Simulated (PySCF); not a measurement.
# TDDFT excited states: C2H5Br3Ge

GeEtBr3, C2H5Br3Ge.
Structure used (PBE0-D3(BJ)/def2-SVP), in Å, numbered top down from 1:
```
atom  x, y, z in Å
Ge1   -0.208   -0.434   -1.335
C2    -0.289   -0.426    0.609
C3     0.444    0.746    1.241
H4     0.125   -1.397    0.924
H5    -1.363   -0.430    0.858
H6     0.366    0.701    2.338
H7     1.514    0.741    0.981
H8     0.023    1.709    0.916
Br9    1.968   -0.445   -2.078
Br10  -1.224    1.431   -2.218
Br11  -1.259   -2.283   -2.205
```

Computed, not measured: PySCF, TDDFT CAM-B3LYP/def2-SVPD, vertical, gas phase, core orbitals frozen in the response. The CAM-B3LYP/def2-SVPD calculation is non-relativistic and has no spin–orbit coupling, an omission that weighs most on bromine and germanium.

```json
{"state": "S1", "λ (nm)": "229.2", "E (eV)": "5.41", "f": "0.0000", "main configurations (H = HOMO, L = LUMO)": "H→L (95%)"}
{"state": "S2", "λ (nm)": "217.6", "E (eV)": "5.70", "f": "0.034", "main configurations (H = HOMO, L = LUMO)": "H-2→L (89%)"}
{"state": "S3", "λ (nm)": "217.3", "E (eV)": "5.71", "f": "0.035", "main configurations (H = HOMO, L = LUMO)": "H-3→L (69%), H-1→L (19%)"}
{"state": "S4", "λ (nm)": "213.7", "E (eV)": "5.80", "f": "0.067", "main configurations (H = HOMO, L = LUMO)": "H-1→L (71%), H-3→L (20%)"}
{"state": "S5", "λ (nm)": "203.3", "E (eV)": "6.10", "f": "0.026", "main configurations (H = HOMO, L = LUMO)": "H-4→L (87%)"}
{"state": "S6", "λ (nm)": "203.1", "E (eV)": "6.10", "f": "0.026", "main configurations (H = HOMO, L = LUMO)": "H-5→L (87%)"}
{"state": "S7", "λ (nm)": "170.1", "E (eV)": "7.29", "f": "0.012", "main configurations (H = HOMO, L = LUMO)": "H-6→L (44%), H-2→L+2 (19%), H-3→L+1 (14%)"}
{"state": "S8", "λ (nm)": "168.7", "E (eV)": "7.35", "f": "0.0000", "main configurations (H = HOMO, L = LUMO)": "H→L+1 (63%)"}
{"state": "S9", "λ (nm)": "167.8", "E (eV)": "7.39", "f": "0.0014", "main configurations (H = HOMO, L = LUMO)": "H→L+2 (65%)"}
{"state": "S10", "λ (nm)": "164.4", "E (eV)": "7.54", "f": "0.015", "main configurations (H = HOMO, L = LUMO)": "H-1→L+1 (61%)"}
{"state": "S11", "λ (nm)": "163.9", "E (eV)": "7.56", "f": "0.0007", "main configurations (H = HOMO, L = LUMO)": "H-2→L+1 (60%)"}
{"state": "S12", "λ (nm)": "162.9", "E (eV)": "7.61", "f": "0.014", "main configurations (H = HOMO, L = LUMO)": "H-1→L+2 (57%), H-3→L+2 (17%)"}
{"state": "S13", "λ (nm)": "162.1", "E (eV)": "7.65", "f": "0.022", "main configurations (H = HOMO, L = LUMO)": "H-3→L+2 (53%), H-2→L+1 (17%), H-1→L+2 (10%)"}
{"state": "S14", "λ (nm)": "162.0", "E (eV)": "7.65", "f": "0.030", "main configurations (H = HOMO, L = LUMO)": "H-2→L+2 (35%), H-3→L+1 (32%), H-3→L+3 (11%)"}
```

Triplets, Tamm–Dancoff:

| state | E (eV) | λ (nm) | main configurations (H = HOMO, L = LUMO) |
| --- | --- | --- | --- |
| T1 | 5.02 | 247.2 | H→L (91%) |
| T2 | 5.18 | 239.3 | H-2→L (89%) |
| T3 | 5.18 | 239.2 | H-3→L (51%), H-1→L (38%) |
| T4 | 5.23 | 237.1 | H-1→L (52%), H-3→L (39%) |

The lowest singlet comes at 229 nm (522 kJ/mol) in the ultraviolet; it is dark (f under 0.0005); its leading configuration is HOMO→LUMO (95%). The most intense listed level is S2/S3 at 5.70 eV (218 nm, f = 0.069 summed), 0.29 eV above S1. S2/S3, S5/S6 and S13/S14 lie within about 0.01 eV of each other in each set. Löwdin shares by element: HOMO bromine 100%; LUMO bromine 67%, germanium 22%. The listed states span 2.24 eV, and the widest gap between neighbours is 1.18 eV (S6 to S7). Orbital energies (eV): HOMO-3 -9.93, HOMO-2 -9.91, HOMO-1 -9.86, HOMO -9.68, LUMO -0.94, LUMO+1 0.69, LUMO+2 0.80. The oscillator strengths of these states sum to 0.283; summed over the whole spectrum of an exact calculation they would give the number of electrons, 154 (Thomas–Reiche–Kuhn). All these states lie below the vertical ionisation energy of 10.51 eV (ΔSCF). Orbitals of the list HOMO-3 to LUMO+2 that lie within 0.01 eV of each other are written together with a slash and their weights summed (≥ marks a lower bound); for degenerate orbitals outside that list single weights are arbitrary. Singlets were solved by full linear response, triplets in the Tamm–Dancoff approximation. The highest level found (7.84 eV, f 0.0013 so far) is left out, since the window may have cut off a degenerate partner.
